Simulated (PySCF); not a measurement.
**Co: excitation energy**

Co [Ar] 3d7 4s2 (4F) → Co [Ar] 3d9 (2D), as a difference of total energies. Computed with PySCF 2.14 in def2-TZVPPD (6s6p4d2f1g, 67 functions), with no relativity, point nucleus. Correlated levels: valence: [Ar] frozen. The calculations carry no spin-orbit coupling.

```
           method  excitation energy (cm⁻¹)
              UHF                     57963
    MP2 (valence)                     14117
SCS-MP2 (valence)                     18188
   CCSD (valence)                     32351
CCSD(T) (valence)                     28736
```

A first-order spin-orbit estimate (lowest level to lowest level, LS coupling) adds 0.044 eV.

The coupled-cluster amplitudes are large for the upper state (T1 above 0.03 or a double amplitude above 0.15), so a single reference is strained.
